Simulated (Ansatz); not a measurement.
Consider the formal hydrolysis of a C–Si bond: `[SiH3]C1=CN1` + H₂O → `OC1=CN1` + SiH₄.

Program: Ansatz. Geometries: PBE0-D4/def2-TZVP. ΔE: electronic, gas phase. CBS: MP2 limit from def2 TZ/QZ plus the TZ coupled-cluster correction, frozen cores. This one scheme is used for every species. DFT in def2-TZVPP. B3LYP here is the variant with VWN-RPA as its local correlation; programs differ in this. HSE06 is defined as in plane-wave codes. Each species was taken in one conformer, which may not be the lowest.

```tsv
level	ΔE (kcal/mol)	difference from CCSD(T)/CBS
LDA (SPW92)	13.4	-9.1
PBE-D4	16.7	-5.8
revPBE-D4	17.3	-5.2
r2SCAN-D4	17.7	-4.8
B97M-V	17.7	-4.8
PBE0-D4	17.7	-4.8
B3LYP-D4	18.1	-4.4
r2SCANh-D4	18.0	-4.5
r2SCAN0-D4	18.3	-4.2
HSE06-D4	17.7	-4.8
BHLYP-D4	18.9	-3.6
CAM-B3LYP-D4	17.3	-5.2
ωB97X-V	17.6	-4.9
ωB97M-V	18.6	-3.9
B2PLYP	18.9	-3.6
PBE-QIDH	19.3	-3.2
revPBE	16.6	-5.9
BLYP	16.3	-6.2
r2SCAN	17.5	-5.0
PBE0	17.1	-5.4
B3LYP	17.0	-5.5
r2SCANh	17.8	-4.7
r2SCAN0	18.0	-4.5
HSE06	17.1	-5.4
BHLYP	17.8	-4.7
CAM-B3LYP	16.6	-5.9
LC-ωPBE	17.2	-5.3
HF/def2-SVP	13.4	-9.1
MP2/def2-SVP	14.8	-7.7
CCSD/def2-SVP	14.0	-8.5
MP2/def2-TZVPP	22.2	-0.3
SCS-MP2/def2-TZVPP	21.4	-1.1
CCSD/def2-TZVPP	20.5	-2.0
CCSD(T)/def2-TZVPP	20.5	-2.0
HF/def2-QZVPP	18.1	-4.4
MP2/def2-QZVPP	23.4	0.9
SCS-MP2/def2-QZVPP	22.6	0.1
HF/CBS(def2)	18.2	-4.3
MP2/CBS(def2)	24.2	1.7
CCSD/CBS(def2)	22.4	-0.1
CCSD(T)/CBS	22.5	0
```

Largest T1 diagnostic among the species: 0.014.

From PBE to PBE0 (25 % exact exchange), in def2-TZVPP and without D4, ΔE moves by +1.0 kcal/mol. The D4 term adds +1.1 kcal/mol with B3LYP and +0.6 kcal/mol with PBE0; it sums over pairs of atoms, weighted by their polarisabilities, and B3LYP, whose exchange is more repulsive, gets the larger term. Leaving LDA and LC-ωPBE aside and taking each functional with its dispersion term where it has one, the values spread over 2.6 kcal/mol, from PBE-D4 to PBE-QIDH. LDA lies −2.6 kcal/mol from PBE without D4.
